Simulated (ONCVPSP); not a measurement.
## Reading a pseudo-wave (Hf (Z = 72))

Columns: radius, all-electron u(r) and pseudo u(r) of the 5p shell (level -38.88 eV) of hafnium in the configuration [Kr] 4d10 4f14 5s2 5p6 5d2 6s1.5; PBE, scalar-relativistic, ONCV scheme, ONCVPSP 4.0.1.

| r (bohr) | all-electron | pseudo |
| --- | --- | --- |
| 0.100 | 0.1451 | 0.0116 |
| 0.200 | 0.2067 | 0.0471 |
| 0.300 | -0.3184 | 0.1079 |
| 0.400 | -0.5061 | 0.1952 |
| 0.500 | -0.3251 | 0.3080 |
| 0.600 | 0.0126 | 0.4401 |
| 0.700 | 0.3540 | 0.5808 |
| 0.800 | 0.6303 | 0.7162 |
| 0.900 | 0.8233 | 0.8327 |
| 1.000 | 0.9388 | 0.9198 |
| 1.100 | 0.9909 | 0.9706 |
| 1.200 | 0.9951 | 0.9831 |
| 1.300 | 0.9658 | 0.9611 |
| 1.400 | 0.9142 | 0.9131 |
| 1.500 | 0.8495 | 0.8493 |
| 1.600 | 0.7781 | 0.7780 |
| 1.700 | 0.7048 | 0.7047 |
| 1.800 | 0.6328 | 0.6327 |
| 1.900 | 0.5640 | 0.5640 |
| 2.000 | 0.4998 | 0.4998 |
| 2.100 | 0.4408 | 0.4407 |
| 2.200 | 0.3872 | 0.3872 |
| 2.300 | 0.3390 | 0.3390 |
| 2.400 | 0.2960 | 0.2959 |
| 2.500 | 0.2578 | 0.2577 |
| 2.600 | 0.2240 | 0.2240 |

**Question.** How many radial nodes do the two functions have?

**Answer.** The all-electron 5p function has n − l − 1 = 3 (the table is too coarse to show those close to the nucleus); the pseudo-wave has 0, since the states of the same l below it are removed with the core.

**Question.** At about which radius was the pseudo-wave matched?

**Answer.** 1.70 bohr. The columns agree to 0.0005 from 1.50 bohr on; several derivatives are matched, so the curves merge somewhat inside the radius.

**Question.** Where does each function peak?

**Answer.** Outermost all-electron maximum near 1.20 bohr, pseudo maximum near 1.20 bohr (to the table’s step).

**Question.** Is the pseudo-wave norm-conserving?

**Answer.** Yes: the ONCV scheme keeps the norm inside the radius equal to the all-electron one, which fixes the energy derivative of the logarithmic derivative at the level.
